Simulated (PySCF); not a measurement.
SiF2Cl, SMILES F[Si](F)Cl, multiplicity 2. Atoms are numbered in the order given.

```xyz
4

Si    -0.4349    -0.4192     0.0000
F     -1.1418     0.2410     1.2961
F     -1.1418     0.2410    -1.2961
Cl     1.5671     0.0901     0.0000
```
Charge 0, spin multiplicity 2.

Geometry: B3LYP-D3(BJ)/def2-SVP.

Method: PBE/def2-TZVPD run with PySCF.

Mulliken values depend strongly on the basis, most of all with diffuse functions as here. Atomic charges (e):

```json
[
 {"atom": "Si1", "meta-Löwdin": "1.15", "Mulliken": "0.56", "Mulliken spin": "0.79"},
 {"atom": "F2", "meta-Löwdin": "-0.46", "Mulliken": "-0.20", "Mulliken spin": "0.05"},
 {"atom": "F3", "meta-Löwdin": "-0.46", "Mulliken": "-0.20", "Mulliken spin": "0.05"},
 {"atom": "Cl4", "meta-Löwdin": "-0.23", "Mulliken": "-0.16", "Mulliken spin": "0.12"}
]
```
